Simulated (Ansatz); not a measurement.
Reaction (atomization): `COB(O)OC` → B• + 2 C• + 7 H• + 3 O•

Program: Ansatz. Geometries: PBE0-D4/def2-TZVP. ΔE: electronic, gas phase. CBS: MP2 limit from def2 TZ/QZ plus the TZ coupled-cluster correction, frozen cores. This one scheme is used for every species, atoms too. DFT in def2-TZVPP. Open shells (•) are unrestricted, without spin–orbit coupling. Spin–orbit coupling would lower the free atoms: a little for B, C, O. Each species was taken in one conformer, which may not be the lowest.

(1) What is ΔE at CCSD(T)/CBS? (An estimate is asked.)

(2) What do these levels give: PBE0-D4, ωB97M-V, PBE, BLYP, BHLYP, CCSD(T)/def2-SVP? (Estimate.)

Largest T1 diagnostic among the species: 0.014.

Answers

(1) The calculation gave: +56.22 eV.

(2) Computed: PBE0-D4 56.24, ωB97M-V 56.43, PBE 57.23, BLYP 55.78, BHLYP 54.13, CCSD(T)/def2-SVP 53.72 eV.

In def2-TZVPP, CCSD(T) changes the Hartree–Fock value by +13.66 eV (the triples alone add +0.80 eV) and MP2 by +14.96 eV; breaking electron pairs costs correlation energy, which Hartree–Fock lacks. From BLYP to BHLYP (50 % exact exchange), in def2-TZVPP and without D4, ΔE moves by −1.65 eV: exact exchange takes away binding that semilocal exchange gives to molecules.

For atomizations the MP2-based limit and the directly extrapolated one differ by several kJ/mol either way, and by 10 to 25 for some Ge, Se and Sn compounds, so smaller differences from it don't rank the levels.
